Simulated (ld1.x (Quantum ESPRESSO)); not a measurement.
Mn (Z = 25), TM semilocal: configuration errors across variants

```json
{
  "Element": "manganese (Mn)",
  "Generator": "ld1.x (Quantum ESPRESSO) 7.5",
  "Type": "norm-conserving Troullier–Martins (semilocal form)",
  "Functional": "PBE",
  "Relativity": "scalar-relativistic",
  "Frozen core": "[Ne]",
  "Valence charge": "15",
  "Reference configuration": "3s2 3p6 3d5 4s1 4p1",
  "Partial waves": "3s (bound): rc 0.95 bohr; 3p (bound): rc 1.25 bohr; 3d (bound): rc 1.65 bohr",
  "Local potential": "the d channel",
  "Core correction": "none"
}
```

Occupied shells without a wave of their own: 4p, 4s. They enter only through the test configuration that unscreens the potential.

All-electron excitation energies from the reference (eV): (1) 3s2 3p6 3d5 4s2 4p0 -3.857; (2) 3s2 3p6 3d5 4s1 4p0 4.559; (3) 3s2 3p6 3d5 4s0 4p0 20.158; (4) 3s2 3p6 3d4 4s0 4p0 52.677; (5) 3s2 3p6 3d4 4s2 4p0 9.330; (6) 3s2 3p6 3d3 4s0 4p0 103.439; (7) 3s1 3p6 3d5 4s2 4p0 89.649.

In the semilocal form every listed channel keeps its own potential, so the choice of the local channel does not act on these tests. It acts once the file is put into the separable form.

A semilocal file is local in each channel, so a ghost entry of none says nothing of the separable form that plane-wave codes build from it.

For the base: The 4p, 4s levels have no wave, so the channel is fitted at the deeper level alone: the likely source of the large errors.

3 further variants failed, have other tests or another functional or relativity, and are left out.

Errors AE − PS in meV (a dash: test not solved or not reliable):

```tsv
change	(1)	(2)	(3)	(4)	(5)	(6)	(7)	bound ghosts
base	+75	-33	-204	-358	+135	-353	-83	none
local potential the p channel	+75	-33	-204	-358	+134	-353	-84	none
wave 3d (bound): rc 1.65 bohr becomes 3d (bound): rc 1.12 bohr	+74	-33	-205	-330	+121	-440	+99	none
wave 3s (bound): rc 0.95 bohr becomes 3s (bound): rc 0.82 bohr	+27	-33	-123	-233	+50	-178	-173	none
all radii scaled by about 0.86 (s 0.82, p 1.08, d 1.42 bohr)	+33	-21	-105	-188	+53	-204	-55	none
```

(1) Give the same row for: wave 3p (bound): rc 1.25 bohr becomes 3p (bound): rc 1.58 bohr.

Answers

(1) +95, +8.6, -138, -250, +188, -209, -31; bound ghosts: none.
